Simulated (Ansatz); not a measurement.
Ansatz (a quantum-chemistry and plane-wave program) input (B3LYP-D3(BJ)/def2-TZVP):

Ansatz 0.2 input:
```yaml
crystal:
  periodic: [false, false, false]
  atoms:
    - {symbol: Al, position_ang: [0.29691064, 0.26970919, 0.29235774]}
    - {symbol: O, position_ang: [1.20368396, -0.37808371, -0.87055399]}
    - {symbol: F, position_ang: [-1.46722762, 0.15873574, 0.59449683]}
basis:
  gaussian:
    orbitals: def2-TZVP
hamiltonian:
  xc: b3lyp
  dispersion: d3bj
total_charge: -1
magnetization: {spin_polarized: true, initial_magnetization: 1}
relax: {f_tol: 0.002, max_steps: 150}
```

End of the output:

```
reference -11366.59714948 eV, -417.7147406871 hartree; 16, 15 occupied and 83, 84 virtual orbitals, 566 factors
relax step   4: F+E_penalty+E_count = -11366.65369107 eV  Δ(F+E_penalty+E_count) = -1.112e-3 eV  max|allowed force component| = 6.996e-3 eV/Å  Δτ_max = 0.0077 Å  (36 SCF iters, accepted)
these checks for a lower state are left out or cut short: starts, cluster_reference, orbital_swaps, neighbouring_geometries, increment
integrals: 0.02 GiB planned
566 factors; their error is unknown
mean field: 0.30 GiB planned
mean field -11366.59695375 eV, -417.7147334941 hartree, gradient 5.7e-5 eV, S^2 0.753541; 0 other end points of the search recorded, 0 dependent functions left out
the calculation of the forces begins
reference -11366.59714625 eV, -417.7147405685 hartree; 16, 15 occupied and 83, 84 virtual orbitals, 566 factors
relax step   5: F+E_penalty+E_count = -11366.65369610 eV  Δ(F+E_penalty+E_count) = -5.027e-6 eV  max|allowed force component| = 6.988e-3 eV/Å  Δτ_max = 0.0011 Å  (26 SCF iters, accepted)
these checks for a lower state are left out or cut short: starts, cluster_reference, orbital_swaps, neighbouring_geometries, increment
integrals: 0.02 GiB planned
566 factors; their error is unknown
mean field: 0.30 GiB planned
mean field -11366.59695511 eV, -417.7147335443 hartree, gradient 1.6e-5 eV, S^2 0.753540; 0 other end points of the search recorded, 0 dependent functions left out
the calculation of the forces begins
reference -11366.59714761 eV, -417.7147406185 hartree; 16, 15 occupied and 83, 84 virtual orbitals, 566 factors
relax step   6: F+E_penalty+E_count = -11366.65369712 eV  Δ(F+E_penalty+E_count) = -1.024e-6 eV  max|allowed force component| = 2.121e-4 eV/Å  Δτ_max = 0.0003 Å  (25 SCF iters, accepted)
integrals: 0.02 GiB planned
566 factors; their error is unknown
mean field: 0.30 GiB planned
mean field evaluation 64: about -11366.5970 eV, gradient 2.8e-3 eV
mean field -11366.59695511 eV, -417.7147335443 hartree, gradient 1.6e-5 eV, S^2 0.753540; 1 other end points of the search recorded, 0 dependent functions left out
the calculation of the forces begins
reference -11366.59714761 eV, -417.7147406185 hartree; 16, 15 occupied and 83, 84 virtual orbitals, 566 factors
Total energy: -11366.65388962 eV, -417.7168258488 hartree
Atom 0 at     0.266722     0.278261     0.312468 Å, force     0.000103    -0.000119    -0.000197 eV/Å
Atom 1 at     1.192386    -0.382741    -0.874261 Å, force    -0.000172     0.000117     0.000212 eV/Å
Atom 2 at    -1.425741     0.154842     0.578094 Å, force     0.000069     0.000002    -0.000015 eV/Å
Dipole moment:    -0.490589     0.158005     0.354018 e Å
```
